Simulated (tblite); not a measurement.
Compound: C7H13 (doublet state).
Atom-mapped SMILES: `[CH2:1][CH2:2][CH2:3]/[C:4]([CH3:5])=[CH:6]\[CH3:7]` (hydrogens: H8, H9 on C1; H10, H11 on C2; H12, H13 on C3; H14, H15, H16 on C5; H17 on C6; H18, H19, H20 on C7)
Bond orders are those of one Lewis drawing.

Computed with GFN2-xTB (tblite), gas phase: L-BFGS steps from a force-field or distance-geometry start until the largest atomic force falls under 0.01 eV/Å.

Step 11: E = -585.2888 eV
```
atom  x, y, z in Å  |  force x, y, z in eV/Å
C1     -2.5826    1.4219   -0.2766    0.031  -0.030   0.014
C2     -1.6098    0.4977    0.3157    0.043  -0.021   0.028
C3     -0.4231    0.1920   -0.6565   -0.010   0.013  -0.020
C4      0.5811   -0.7469   -0.0548   -0.002   0.019  -0.021
C5      0.2486   -2.2040   -0.2008    0.007   0.018   0.000
C6      1.6929   -0.3624    0.5652   -0.020   0.009   0.012
C7      2.1701    1.0308    0.8205   -0.005  -0.007   0.002
H8     -2.4305    2.4837   -0.2251    0.006  -0.035  -0.004
H9     -3.3622    1.0553   -0.9174    0.025   0.009   0.002
H10    -2.0849   -0.4552    0.5598   -0.013   0.006   0.006
H11    -1.1779    0.9200    1.2250    0.002   0.018   0.035
H12     0.0458    1.1368   -0.9287   -0.009   0.001  -0.032
H13    -0.8404   -0.2569   -1.5593    0.009   0.018  -0.027
H14     1.0218   -2.8251    0.2439   -0.027  -0.021   0.010
H15    -0.7010   -2.4257    0.2862    0.009  -0.010  -0.014
H16     0.1535   -2.4690   -1.2538   -0.010   0.003   0.008
H17     2.3641   -1.1289    0.9356   -0.016   0.016   0.013
H18     2.4328    1.1393    1.8730   -0.010   0.007  -0.009
H19     3.0719    1.2269    0.2380   -0.011   0.005   0.004
H20     1.4249    1.7805    0.5732    0.002  -0.018  -0.009
```

Step 12: E = -585.2892 eV
```
atom  x, y, z in Å  |  force x, y, z in eV/Å
C1     -2.5819    1.4205   -0.2742    0.023  -0.013   0.009
C2     -1.6090    0.4976    0.3166    0.070  -0.051   0.050
C3     -0.4231    0.1927   -0.6573   -0.014   0.025  -0.047
C4      0.5808   -0.7458   -0.0554   -0.017  -0.002  -0.026
C5      0.2476   -2.2028   -0.2008    0.016   0.025   0.000
C6      1.6917   -0.3625    0.5662   -0.010   0.008   0.011
C7      2.1691    1.0303    0.8202   -0.011  -0.006   0.019
H8     -2.4283    2.4818   -0.2257    0.007  -0.018   0.001
H9     -3.3584    1.0543   -0.9179    0.006  -0.001  -0.009
H10    -2.0823   -0.4564    0.5612   -0.014   0.013   0.002
H11    -1.1753    0.9184    1.2261   -0.003   0.021   0.026
H12     0.0453    1.1379   -0.9311   -0.016  -0.011  -0.021
H13    -0.8411   -0.2560   -1.5607    0.016   0.023  -0.003
H14     1.0209   -2.8232    0.2440   -0.021  -0.030   0.017
H15    -0.7019   -2.4247    0.2855    0.002  -0.010  -0.009
H16     0.1537   -2.4681   -1.2533   -0.014   0.000  -0.008
H17     2.3622   -1.1297    0.9367   -0.016   0.019   0.015
H18     2.4306    1.1409    1.8724    0.000   0.002   0.002
H19     3.0698    1.2258    0.2376    0.013   0.009  -0.007
H20     1.4243    1.7795    0.5728   -0.017  -0.004  -0.020
```

Problem. Estimate the geometry and energy of step 13. (The exact step hangs on the optimiser's Hessian estimate; all steps are aligned on step 12, rigid shifts and turns removed.)

Solution. E = -585.2899 eV, largest force 0.113 eV/Å
```
atom  x, y, z in Å  |  force x, y, z in eV/Å
C1     -2.5803    1.4182   -0.2708    0.011   0.006   0.001
C2     -1.6066    0.4967    0.3185    0.075  -0.062   0.057
C3     -0.4233    0.1939   -0.6588   -0.008   0.026  -0.060
C4      0.5802   -0.7441   -0.0566   -0.023  -0.024  -0.028
C5      0.2465   -2.2009   -0.2009    0.017   0.019  -0.003
C6      1.6898   -0.3625    0.5678    0.001   0.008   0.005
C7      2.1676    1.0297    0.8200   -0.014   0.003   0.029
H8     -2.4252    2.4791   -0.2266    0.011   0.003   0.008
H9     -3.3532    1.0529   -0.9187   -0.008  -0.015  -0.016
H10    -2.0791   -0.4579    0.5631   -0.010   0.013   0.000
H11    -1.1719    0.9167    1.2283   -0.005   0.019   0.013
H12     0.0444    1.1393   -0.9346   -0.019  -0.017  -0.008
H13    -0.8418   -0.2543   -1.5629    0.017   0.023   0.017
H14     1.0192   -2.8212    0.2445   -0.014  -0.034   0.022
H15    -0.7029   -2.4235    0.2843   -0.008  -0.007  -0.003
H16     0.1536   -2.4669   -1.2528   -0.016  -0.004  -0.026
H17     2.3594   -1.1302    0.9386   -0.017   0.019   0.019
H18     2.4278    1.1431    1.8717    0.012  -0.003   0.016
H19     3.0674    1.2246    0.2370    0.035   0.012  -0.014
H20     1.4233    1.7781    0.5718   -0.037   0.014  -0.030
```

The energy changes by -0.0006 eV. The first-order estimate −F·Δx gives -0.0008 eV and the mean of the old and new forces, exact on a quadratic surface, -0.0006 eV. The step makes an angle of 68° with the force vector and moves no atom by more than 0.005 Å.

The cost below is that of the whole relaxation. The run took 0.88 s on an Arm Neoverse N1 with one thread, shared host with 48 logical CPUs at a one-minute load of 34.
